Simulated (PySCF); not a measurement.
**Correlation energy of Sn (tin, neutral)**

[Kr] 4d10 5s1 5p2 5d1, one real determinant (an excited configuration). Calculation: PySCF 2.14, in aug-cc-pVDZ-PP with ECP28MDF (5s4p3d, 32 functions); a scalar-relativistic core potential. Frozen: 4s2 4p6 4d10; 4 electrons correlated.

MP2 pair energies summed by pair of shells (mhartree):

```tsv
pair	energy	share (%)
5p-5p	-3.39	35.1
5p-5d	-2.94	30.5
5s-5p	-2.40	24.9
5s-5d	-0.92	9.5
```

Total MP2 correlation energy: -9.65 mhartree.

Same-spin part -9.65 and opposite-spin part 0.00 mhartree; SCS-MP2 scales them by 1/3 and 6/5 to -3.22 mhartree.

The reference is one real determinant that mixes LS terms of this configuration.
